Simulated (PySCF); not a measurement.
CH5Si, SMILES C[SiH2], multiplicity 2. Geometry optimised at TPSSh-D3(BJ)/def2-TZVP. The isomer is the one that the SMILES or the coordinates give; other isomers of the formula were not compared.

All values below come from TPSSh-D3(BJ)/def2-TZVP (PySCF 2.14.0).

Harmonic wavenumbers (cm⁻¹): 183, 520, 564, 688, 848, 887, 939, 1285, 1462, 1468, 2196, 2216, 3018, 3089, 3110. Rotational constants (GHz): 73.00, 11.66, 11.10; symmetry number 1.

Task: Work out the zero-point energy and the ideal-gas rigid-rotor harmonic-oscillator thermochemistry at 298.15 K and 1 atm.

Result: ZPE = ½ Σ hcν = ½ × 22473 cm⁻¹ = 134.42 kJ/mol. H − E(el) = 147.72 kJ/mol. Entropy in J/(mol K): translation 156.26, rotation 88.11, vibration 17.72, spin 5.76, total 267.85. G − E(el) = 67.86 kJ/mol. Cp = 62.16 J/(mol K).
